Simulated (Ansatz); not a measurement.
```xyz
11

C    -0.038   -1.422    0.125
B    -0.124   -0.074   -0.686
C     0.620    1.215   -0.228
S    -1.092    1.519    0.393
H     0.308   -1.301    1.157
H     0.689   -2.072   -0.377
H    -0.981   -1.975    0.141
H    -0.623   -0.048   -1.778
H     1.324    1.207    0.600
H     0.845    2.003   -0.942
H    -0.928    0.948    1.597
```

Charge 0, multiplicity 1.

(1) List the PBE0/def2-TZVPP orbital energies in eV (Ansatz 0.2.0). (An estimate is asked.)

Answers

(1) The calculation gave: Occupied: -2423.33, -278.73, -277.15, -218.62, -183.86, -162.47, -162.38, -162.27, -22.75, -19.14, -18.09, -13.91, -12.92, -11.61, -10.90, -10.89, -10.07, -8.91, -8.56, -7.56. Lowest empty: 0.00, 0.66, 0.83, 1.69, 1.97, 2.39, 3.18, 3.41.
